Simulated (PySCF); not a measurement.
NaF, SMILES [F][Na].

Coordinates come from a B3LYP-D3(BJ)/def2-TZVPD optimisation.

Two levels are set side by side: PBE/def2-TZVPD (PySCF) and r2SCAN/def2-TZVPD (PySCF). Same geometry, gas phase. Differences are taken from unrounded values.

```json
[
 {"quantity": "orbital gap (eV)", "r2SCAN": "4.03", "PBE": "3.07", "PBE minus r2SCAN": "-0.96"},
 {"quantity": "highest occupied level (eV)", "r2SCAN": "-5.26", "PBE": "-5.08", "PBE minus r2SCAN": "0.18"},
 {"quantity": "lowest empty level (eV)", "r2SCAN": "-1.23", "PBE": "-2.01", "PBE minus r2SCAN": "-0.79"},
 {"quantity": "dipole moment (D)", "r2SCAN": "8.06", "PBE": "7.81", "PBE minus r2SCAN": "-0.25"},
 {"quantity": "mean polarisability (bohr³)", "r2SCAN": "14.2", "PBE": "17.6", "PBE minus r2SCAN": "3.4"}
]
```

Rough cost on one machine, each run with all the roots and properties that it gave: r2SCAN against PBE about 3 times.
